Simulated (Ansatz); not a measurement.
Spectroscopic constants of SeN, multiplicity 2 (the spin of the measured ground state). No spin–orbit coupling. Se is treated without relativity. The T1 diagnostic near the minimum is 0.067, so single-reference values are doubtful.

Seven points along R, fitted to fifth degree in 1/R; most abundant isotopes. Runs in def2 and cc sets follow the lowest solution found near the PBE0 minimum.

The values were computed with Ansatz (Gaussian orbitals). 

Energies at PBE/def2-TZVPP:

```json
[
 {"R (Å)": "1.525096", "E (hartree)": "-2455.80329261"},
 {"R (Å)": "1.566094", "E (hartree)": "-2455.81360341"},
 {"R (Å)": "1.603811", "E (hartree)": "-2455.81925182"},
 {"R (Å)": "1.646448", "E (hartree)": "-2455.82205928"},
 {"R (Å)": "1.689085", "E (hartree)": "-2455.82182420"},
 {"R (Å)": "1.738282", "E (hartree)": "-2455.81861131"},
 {"R (Å)": "1.795678", "E (hartree)": "-2455.81188996"}
]
```

Task: With a reduced mass of 11.9153 u, find the minimum, the force constant and the constants.

Result: A fifth-degree polynomial in 1/R puts the minimum at r_e = 1.6637 Å with force constant 661 N/m. Then ω_e = (1/2πc)√(k/μ) = 970 cm⁻¹ and B_e = h/(8π²cμr_e²) = 0.5112 cm⁻¹; the cubic and quartic terms give α_e = 0.0034 and ω_e x_e = 4.6 cm⁻¹.

Ansatz is an electronic-structure program.
